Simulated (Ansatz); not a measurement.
Computed with Ansatz on PBE0-D4/def2-TZVP structures; ΔE is electronic, products minus reactants. CCSD(T)/CBS is the MP2 limit (def2-TZVPP, def2-QZVPP) plus CCSD(T) − MP2 in def2-TZVPP, frozen cores. This one scheme is used for every species. Functionals use def2-TZVPP. B3LYP here is the variant with VWN-RPA as its local correlation; programs differ in this. HSE06 is defined as in plane-wave codes. For Ga outer-core shells are correlated without core-valence functions, which leaves a few kJ/mol of doubt a bond. Scalar relativity is left out up to krypton. Each species was taken in one conformer, which may not be the lowest.

`C[SiH2][CH2][GaH][SiH3]` → `[CH3][GaH][SiH3]` + `C[SiH]`  (silylene formation by 1,1-elimination)

| level | ΔE (kJ/mol) | difference from CCSD(T)/CBS |
| --- | --- | --- |
| LDA (SPW92) | 271.0 | 20.7 |
| PBE-D4 | 247.1 | -3.2 |
| revPBE-D4 | 244.2 | -6.1 |
| BLYP-D4 | 230.1 | -20.2 |
| r2SCAN-D4 | 264.0 | 13.7 |
| B97M-V | 242.4 | -7.9 |
| PBE0-D4 | 258.2 | 7.9 |
| B3LYP-D4 | 241.8 | -8.5 |
| r2SCANh-D4 | 265.5 | 15.2 |
| r2SCAN0-D4 | 267.6 | 17.3 |
| HSE06-D4 | 257.7 | 7.4 |
| BHLYP-D4 | 254.6 | 4.3 |
| CAM-B3LYP-D4 | 248.5 | -1.8 |
| ωB97X-V | 256.2 | 5.9 |
| ωB97M-V | 242.7 | -7.6 |
| B2PLYP | 236.4 | -13.9 |
| PBE | 232.5 | -17.8 |
| revPBE | 214.4 | -35.9 |
| r2SCAN | 259.6 | 9.3 |
| PBE0 | 245.0 | -5.3 |
| B3LYP | 218.8 | -31.5 |
| r2SCANh | 260.7 | 10.4 |
| r2SCAN0 | 262.4 | 12.1 |
| HSE06 | 245.1 | -5.2 |
| BHLYP | 234.2 | -16.1 |
| CAM-B3LYP | 234.5 | -15.8 |
| RPA@PBE/def2-TZVPP | 228.6 | -21.7 |
| HF/def2-SVP | 218.1 | -32.2 |
| CCSD/def2-SVP | 227.3 | -23.0 |
| CCSD(T)/def2-SVP | 231.5 | -18.8 |
| HF/def2-TZVPP | 222.1 | -28.2 |
| MP2/def2-TZVPP | 264.3 | 14.0 |
| SCS-MP2/def2-TZVPP | 250.3 | 0.0 |
| CCSD/def2-TZVPP | 238.9 | -11.4 |
| CCSD(T)/def2-TZVPP | 244.1 | -6.2 |
| HF/def2-QZVPP | 222.1 | -28.2 |
| SCS-MP2/def2-QZVPP | 253.9 | 3.6 |
| HF/CBS(def2) | 222.1 | -28.2 |
| MP2/CBS(def2) | 270.5 | 20.2 |
| CCSD/CBS(def2) | 245.2 | -5.1 |
| CCSD(T)/CBS | 250.3 | 0 |

Largest T1 diagnostic among the species: 0.012.

From PBE to PBE0 (25 % exact exchange), in def2-TZVPP and without D4, ΔE moves by +12.5 kJ/mol. Leaving LDA and LC-ωPBE aside and taking each functional with its dispersion term where it has one, the values spread over 37.5 kJ/mol, from BLYP-D4 to r2SCAN0-D4. LDA lies +38.5 kJ/mol from PBE without D4.

CCSD(T)/CBS has its own doubt, a few kJ/mol and more with outer-core shells, so smaller differences from it don't rank the levels.
